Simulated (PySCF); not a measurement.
**Spinor energies of Mn⁶⁺ (manganese, charge +6)**

Start: [Ar] 3d1; 3d3/2 filled at m_j = +3/2. Calculated with PySCF 2.14 in an even-tempered Gaussian basis (18 s from 0.27 bohr⁻², ratio 2.8; 12 p from 0.35 bohr⁻², ratio 2.8; 8 d from 0.35 bohr⁻², ratio 2.8; 4 f from 0.98 bohr⁻², ratio 3): generalised Hartree-Fock with the X2C-1e Hamiltonian and a Gaussian nucleus; one run each with spin-orbit coupling (SO) switched off, then screened by Boettger's factors.

```json
{"spinor shell": "1s1/2", "electrons": "2", "ε, spin-free (eV)": "-6712.9", "ε, screened SO (eV)": "-6712.8", "weight of nominal j (screened SO)": "1.000", "rms radius, screened SO (bohr)": "0.0703"}
{"spinor shell": "2s1/2", "electrons": "2", "ε, spin-free (eV)": "-921.03", "ε, screened SO (eV)": "-920.99", "weight of nominal j (screened SO)": "1.000", "rms radius, screened SO (bohr)": "0.302"}
{"spinor shell": "2p1/2", "electrons": "2", "ε, spin-free (eV)": "-794.35", "ε, screened SO (eV)": "-802.00", "weight of nominal j (screened SO)": "1.000", "rms radius, screened SO (bohr)": "0.271"}
{"spinor shell": "2p3/2", "electrons": "4", "ε, spin-free (eV)": "-794.35", "ε, screened SO (eV)": "-790.56", "weight of nominal j (screened SO)": "1.000", "rms radius, screened SO (bohr)": "0.273"}
{"spinor shell": "3s1/2", "electrons": "2", "ε, spin-free (eV)": "-210.66", "ε, screened SO (eV)": "-210.65", "weight of nominal j (screened SO)": "1.000", "rms radius, screened SO (bohr)": "0.864"}
{"spinor shell": "3p1/2", "electrons": "2", "ε, spin-free (eV)": "-170.44", "ε, screened SO (eV)": "-172.97", "weight of nominal j (screened SO)": "0.750", "rms radius, screened SO (bohr)": "0.896"}
{"spinor shell": "3p3/2", "electrons": "4", "ε, spin-free (eV)": "-170.44", "ε, screened SO (eV)": "-169.18", "weight of nominal j (screened SO)": "0.875", "rms radius, screened SO (bohr)": "0.902"}
{"spinor shell": "3d3/2", "electrons": "1", "ε, spin-free (eV)": "-119.66", "ε, screened SO (eV)": "-119.75", "weight of nominal j (screened SO)": "0.986", "rms radius, screened SO (bohr)": "0.935"}
```

```json
{"quantity": "E (hartree)", "spin-free": "-1147.42424", "screened SO": "-1147.44399"}
{"quantity": "M_J", "spin-free": "3/2", "screened SO": "3/2"}
{"quantity": "⟨J²⟩", "spin-free": "4.334", "screened SO": "3.822"}
{"quantity": "⟨L²⟩", "spin-free": "6.006", "screened SO": "6.006"}
{"quantity": "⟨S²⟩", "spin-free": "0.752", "screened SO": "0.752"}
```

Each row is a mean over spinors that exchange with the open shell spreads, by up to 5.885 eV (3p1/2).

Rows whose weight is well below 1 are mixtures of j = l ± 1/2: exchange outweighs spin-orbit coupling there, and the label is only the starting occupation.

⟨J²⟩ departs a little from M_J(M_J + 1) because the unrestricted spinors polarise the closed shells.

Without spin-orbit coupling the j labels of p, d and f shells carry no meaning; the spin-free column gives the mean over the occupied spinors of each nl shell, and its ⟨J²⟩ belongs to a mixture of degenerate components.
